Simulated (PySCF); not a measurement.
Ligand exchange on a metal centre used in film growth or etching (Zn OH-CH3). Isolated molecules, 0 K electronic values unless said otherwise. One relaxed conformer stands for each flexible species; it need not be the lowest.

Level of theory: B3LYP-D3(BJ)/def2-TZVP // PBE-D3(BJ)/def2-SVP (PySCF 2.14.0). All candidates: neutral, multiplicity 1. B3LYP has the VWN-RPA correlation part, as in Gaussian. 

The LUMO is -0.10 eV and the HOMO–LUMO gap is 6.85 eV. The HOMO is -6.95 eV.

Question: Which member has these values?
A) [Zn(CH3)2]
B) [Zn(OH)2]
C) [Zn(OH)(CH3)]

Answer: A, [Zn(CH3)2]. The others give [Zn(OH)(CH3)]: -0.71 eV, 7.01 eV, -7.72 eV; [Zn(OH)2]: -1.53 eV, 6.63 eV, -8.16 eV
